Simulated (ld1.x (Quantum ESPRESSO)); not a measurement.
# Reading a pseudo-wave (Sr (Z = 38))

Columns: radius, all-electron u(r) and pseudo u(r) of the 4s shell (level -54.72 eV) of strontium in the configuration [Ar] 3d10 4s2 4p6 4d0 5s0 5p0; PBE, scalar-relativistic, TM scheme, ld1.x (Quantum ESPRESSO) 7.5.

```tsv
r (bohr)	all-electron	pseudo
0.145	-0.2733	-0.1212
0.290	0.3952	-0.2443
0.435	0.4481	-0.3712
0.580	0.0435	-0.5022
0.725	-0.4080	-0.6347
0.870	-0.7381	-0.7600
1.015	-0.9225	-0.8628
1.160	-0.9872	-0.9246
1.305	-0.9679	-0.9317
1.450	-0.8976	-0.8847
1.595	-0.8011	-0.7987
1.740	-0.6954	-0.6953
1.885	-0.5913	-0.5913
2.030	-0.4949	-0.4949
2.175	-0.4090	-0.4090
2.320	-0.3348	-0.3348
2.465	-0.2718	-0.2718
2.610	-0.2193	-0.2193
2.755	-0.1760	-0.1760
2.900	-0.1406	-0.1406
3.045	-0.1118	-0.1118
3.190	-0.0886	-0.0886
3.335	-0.0700	-0.0700
3.480	-0.0551	-0.0551
3.625	-0.0433	-0.0433
3.770	-0.0339	-0.0339
```

Problem. How many radial nodes do the two functions have?

Solution. The all-electron 4s function has n − l − 1 = 3 (the table is too coarse to show those close to the nucleus); the pseudo-wave has 0, since the states of the same l below it are removed with the core.

Problem. At about which radius was the pseudo-wave matched?

Solution. 1.90 bohr. The columns agree to 0.0005 from 1.74 bohr on; several derivatives are matched, so the curves merge somewhat inside the radius.

Problem. Is the pseudo-wave norm-conserving?

Solution. Yes: the TM scheme keeps the norm inside the radius equal to the all-electron one, which fixes the energy derivative of the logarithmic derivative at the level.
